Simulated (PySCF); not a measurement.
# Input and output

[TlCl2]+ (singlet). PySCF 2.14.0, RKS B3LYP, Tl def2-SVP with ECP60, Cl def2-SVP; non-relativistic Hamiltonian with scalar-relativistic core potentials where named; density fitting; no spin-orbit coupling. Purpose: level B3LYP.

```python
mol = gto.M(atom='''
Tl     0.00000     0.00000     0.40525
Cl     2.30008    -0.00000     0.40582
Cl    -2.30008     0.00000     0.40582''',
    basis={'Tl': 'def2-SVP', 'Cl': 'def2-SVP'},
    ecp={'Tl': 'def2-SVP'},
    charge=1, spin=0)
mf = dft.RKS(mol, xc='B3LYP')
mf.grids.atom_grid = (75, 302)
mf = mf.density_fit()  # fitting sets: Tl def2-universal-JKFIT, Cl def2-universal-JKFIT
mf.conv_tol = 1e-08; mf.max_cycle = 55
mf.kernel(dm0)  # dm0: converged density of the relaxed state
mf.nuc_grad_method().kernel()
```

Run from Python with OMP_NUM_THREADS=2; the lines above give its settings. Where DIIS fails, smearing, a level shift and second-order steps follow.
It took 1.5 s on 2 threads of Arm Neoverse V1, on a shared host, from an already converged density.

Problem. Where do the frontier levels lie, over both spins?

Solution. HOMO -14.81 eV, LUMO -10.33 eV. 

Problem. What does the SCF print?

Solution. 
```
init E= -1092.44845913292
cycle= 1 E= -1092.44919357057  delta_E= -0.000734  |g|= 0.00773  |ddm|= 0.0999
cycle= 2 E= -1092.44919968835  delta_E= -6.12e-06  |g|= 0.00619  |ddm|= 0.018
cycle= 3 E= -1092.44920881533  delta_E= -9.13e-06  |g|= 0.00151  |ddm|= 0.00927
cycle= 4 E= -1092.44920958746  delta_E= -7.72e-07  |g|= 0.000357  |ddm|= 0.00307
cycle= 5 E= -1092.44920962288  delta_E= -3.54e-08  |g|= 5.04e-05  |ddm|= 0.000382
cycle= 6 E= -1092.44920962378  delta_E= -9.06e-10  |g|= 3.71e-06  |ddm|= 8.57e-05
Extra cycle  E= -1092.44920962379  delta_E= -4.32e-12  |g|= 2.37e-06  |ddm|= 6.21e-06
converged SCF energy = -1092.44920962379
```

Problem. What are the Mulliken charges and spins?

Solution. 
| atom | charge (e) | spin (e) |
| --- | --- | --- |
| Tl1 | 0.869 | 0.000 |
| Cl2 | 0.065 | 0.000 |
| Cl3 | 0.065 | 0.000 |

Problem. What forces act on the atoms (eV/Å)?

Solution. 
```
Tl   0.00  0.00  0.00
Cl   0.39  0.00  0.00
Cl  -0.39  0.00  0.00
```
Forces carry noise of the integration grid, about 0.01 to 0.03 eV/Å.

The geometry was relaxed with PBE0 (Tl def2-SVP with ECP60, Cl def2-SVP).
